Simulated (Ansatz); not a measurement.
C18H22, a cluster, relaxed as a singlet with RKS PBE-D4/def2-SVP in Ansatz, starting from the GFN2-xTB geometry. Force threshold 0.03 eV/Å.

Another isomer (singlet) lies 0.12 eV lower at PBE0-D4/def2-TZVP; other spin states weren't run for this one.

Start:

```xyz
40

C     0.947   -1.079   -3.314
C     1.730   -0.764   -2.045
C     0.848   -0.323   -0.864
C    -0.015   -1.473   -0.332
C    -0.912   -1.037    0.833
C    -1.727   -2.223    1.357
C    -1.842    0.082    0.435
C    -2.731   -0.059   -0.624
C    -3.605    0.959   -0.957
C    -3.609    2.138   -0.232
C    -2.725    2.293    0.822
C    -1.850    1.273    1.150
C     1.725    0.251    0.222
C     1.650    1.600    0.544
C     2.470    2.146    1.516
C     3.382    1.349    2.185
C     3.463    0.001    1.877
C     2.643   -0.540    0.903
H     0.310   -1.949   -3.181
H     1.634   -1.290   -4.131
H     0.323   -0.235   -3.599
H     2.435    0.044   -2.260
H     2.315   -1.639   -1.754
H     0.177    0.470   -1.217
H    -0.639   -1.855   -1.140
H     0.628   -2.289    0.005
H    -0.268   -0.677    1.642
H    -2.358   -2.632    0.572
H    -2.366   -1.905    2.177
H    -1.069   -3.011    1.718
H    -2.747   -0.974   -1.198
H    -4.290    0.830   -1.783
H    -4.300    2.929   -0.485
H    -2.719    3.211    1.392
H    -1.160    1.401    1.972
H     0.937    2.229    0.029
H     2.396    3.198    1.752
H     4.028    1.773    2.939
H     4.169   -0.630    2.399
H     2.723   -1.593    0.675
```

```csv
step,energy (eV),largest force component (eV/Å),SCF passes
1,-18987.5066,0.744,26
2,-18987.7979,0.250,20
3,-18987.8226,0.074,21
4,-18987.8239,0.022,21
```

Force components are those of the run's own axes.

End:

```xyz
40

C     0.919   -1.125   -3.338
C     1.728   -0.771   -2.089
C     0.875   -0.334   -0.874
C    -0.009   -1.476   -0.334
C    -0.936   -1.074    0.830
C    -1.724   -2.286    1.356
C    -1.865    0.069    0.451
C    -2.762   -0.049   -0.632
C    -3.624    1.003   -0.975
C    -3.603    2.201   -0.242
C    -2.714    2.334    0.836
C    -1.855    1.277    1.175
C     1.749    0.263    0.217
C     1.657    1.629    0.547
C     2.468    2.191    1.546
C     3.389    1.390    2.239
C     3.492    0.026    1.921
C     2.679   -0.530    0.923
H     0.265   -2.007   -3.181
H     1.585   -1.361   -4.193
H     0.266   -0.281   -3.645
H     2.431    0.056   -2.330
H     2.369   -1.632   -1.794
H     0.196    0.474   -1.224
H    -0.625   -1.885   -1.164
H     0.637   -2.318    0.000
H    -0.291   -0.706    1.657
H    -2.383   -2.711    0.569
H    -2.366   -2.006    2.214
H    -1.035   -3.091    1.688
H    -2.792   -0.982   -1.218
H    -4.317    0.888   -1.824
H    -4.277    3.029   -0.512
H    -2.689    3.269    1.418
H    -1.151    1.389    2.016
H     0.928    2.259    0.012
H     2.378    3.262    1.786
H     4.024    1.827    3.025
H     4.213   -0.611    2.458
H     2.773   -1.602    0.688
```

By distances, no bond broke or formed. The bond that changes most is C6–H28, from 1.09 to 1.11 Å (atoms count from 1).

No frequencies were taken in this run, so the end may be a saddle point.

Run time 14 s (2 threads of AMD EPYC 7R13 on a shared host and a share (18 GiB) of an NVIDIA H100 80GB HBM3), peak host memory 1.1 GiB.
